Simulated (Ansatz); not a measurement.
The cluster Si₄Au₃⁻, 7 atoms. Hardware: 4 threads of Arm Neoverse V1 on a shared host.

In the def2 sets Au takes a core potential; there is no spin–orbit coupling. Correlated methods freeze 20 core orbitals; core or outer-core shells of Au are correlated, in sets that lack core-valence functions.

How many basis functions does each of these Ansatz runs have, and roughly what does it cost? r2SCAN-D4/def2-TZVPD, charge -1 singlet, energy, from earlier orbitals; r2SCAN-D4/def2-SVPD, charge -1 singlet, relaxation, 7 steps; RPA@PBE/def2-TZVPD, charge -1 singlet, energy, from earlier orbitals; MP2/def2-TZVPD, charge -1 singlet, energy, from earlier orbitals; CAM-B3LYP-D4/def2-TZVPD, charge -1 singlet, energy, from earlier orbitals; PBE0-D4/def2-TZVPD, charge -1 singlet, energy, from earlier orbitals; B2PLYP/def2-TZVPD, charge -1 singlet, energy, from earlier orbitals; PBE-D4/def2-TZVPD, charge -1 singlet, energy and forces, from earlier orbitals; ωB97M-V/def2-TZVPD, charge -1 singlet, energy, from earlier orbitals.

Other jobs shared the machine, so times can vary by a factor of up to 3. A dash marks memory too small to be measured apart from the calling script's.

| run | functions | fitting or Cholesky vectors | wall time | peak host memory (GiB) |
| --- | --- | --- | --- | --- |
| PBE-D4/def2-TZVPD, charge -1 singlet, energy and forces, from earlier orbitals | 301 | 2204 | 11 s | 0.73 |
| MP2/def2-TZVPD, charge -1 singlet, energy, from earlier orbitals | 301 | 2172 | 17 s | 1.4 |
| CAM-B3LYP-D4/def2-TZVPD, charge -1 singlet, energy, from earlier orbitals | 301 | 2294 | 21 s | 1.7 |
| r2SCAN-D4/def2-TZVPD, charge -1 singlet, energy, from earlier orbitals | 301 | 2204 | 21 s | 0.79 |
| PBE0-D4/def2-TZVPD, charge -1 singlet, energy, from earlier orbitals | 301 | 2417 | 22 s | 1.5 |
| RPA@PBE/def2-TZVPD, charge -1 singlet, energy, from earlier orbitals | 301 | 2172 | 25 s | 1.3 |
| B2PLYP/def2-TZVPD, charge -1 singlet, energy, from earlier orbitals | 301 | 2172 | 27 s | 1.5 |
| ωB97M-V/def2-TZVPD, charge -1 singlet, energy, from earlier orbitals | 301 | 2240 | 46 s | 1.9 |
| r2SCAN-D4/def2-SVPD, charge -1 singlet, relaxation, 7 steps | 201 | 1893 | 60 s | – |
